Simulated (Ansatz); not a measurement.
`c1coc(-c2ccc(-c3ccc(-c4ccc(-c5ccc(-c6ccc(-c7ccco7)o6)o5)o4)o3)o2)c1`, 51 atoms. Hardware: 2 threads of AMD EPYC 7R13 on a shared host and a share (18 GiB) of an NVIDIA H100 80GB HBM3.

Single mean-field runs in def2-SVP are fitted with def2-universal-jkfit.

(1) How many basis functions does each of these Ansatz runs have, and roughly what does it cost? PBE0-D4/def2-SVP, charge 0 triplet at the geometry of the charge 0 singlet, energy; PBE-D4/def2-SVP, charge 0 triplet at the geometry of the charge 0 singlet, energy, from earlier orbitals; PBE0-D4/def2-SVP, charge -1 doublet at the geometry of the charge 0 singlet, energy; PBE0-D4/def2-SVP, charge 1 doublet at the geometry of the charge 0 singlet, energy; PBE0-D4/def2-SVP, charge 0 singlet, energy and forces, from earlier orbitals; PBE-D4/def2-SVP, charge 0 singlet, energy and forces, from earlier orbitals; PBE-D4/def2-SVP, charge 0 singlet, relaxation, 4 steps; PBE-D4/def2-SVP, charge 1 doublet at the geometry of the charge 0 singlet, energy, from earlier orbitals; PBE-D4/def2-SVP, charge -1 doublet at the geometry of the charge 0 singlet, energy, from earlier orbitals; r2SCAN-D4/def2-SVP, charge 0 singlet, energy, from earlier orbitals.

Results:

(1) Other jobs shared the machine, so times can vary by a factor of up to 3.

| run | functions | fitting or Cholesky vectors | wall time | peak host memory (GiB) |
| --- | --- | --- | --- | --- |
| PBE-D4/def2-SVP, charge 0 singlet, energy and forces, from earlier orbitals | 570 | 2927 | 4.3 s | 1.1 |
| r2SCAN-D4/def2-SVP, charge 0 singlet, energy, from earlier orbitals | 570 | 2927 | 4.4 s | 1.1 |
| PBE0-D4/def2-SVP, charge 0 singlet, energy and forces, from earlier orbitals | 570 | 2927 | 4.9 s | 1.5 |
| PBE-D4/def2-SVP, charge 0 triplet at the geometry of the charge 0 singlet, energy, from earlier orbitals | 570 | 2927 | 6 s | 1.2 |
| PBE-D4/def2-SVP, charge -1 doublet at the geometry of the charge 0 singlet, energy, from earlier orbitals | 570 | 2927 | 6 s | 1.2 |
| PBE-D4/def2-SVP, charge 1 doublet at the geometry of the charge 0 singlet, energy, from earlier orbitals | 570 | 2927 | 6.5 s | 1.2 |
| PBE0-D4/def2-SVP, charge -1 doublet at the geometry of the charge 0 singlet, energy | 570 | 2927 | 8.5 s | 1.3 |
| PBE0-D4/def2-SVP, charge 0 triplet at the geometry of the charge 0 singlet, energy | 570 | 2927 | 8.5 s | 1.3 |
| PBE0-D4/def2-SVP, charge 1 doublet at the geometry of the charge 0 singlet, energy | 570 | 2927 | 9.6 s | 1.3 |
| PBE-D4/def2-SVP, charge 0 singlet, relaxation, 4 steps | 570 | 2927 | 12 s | 1.1 |
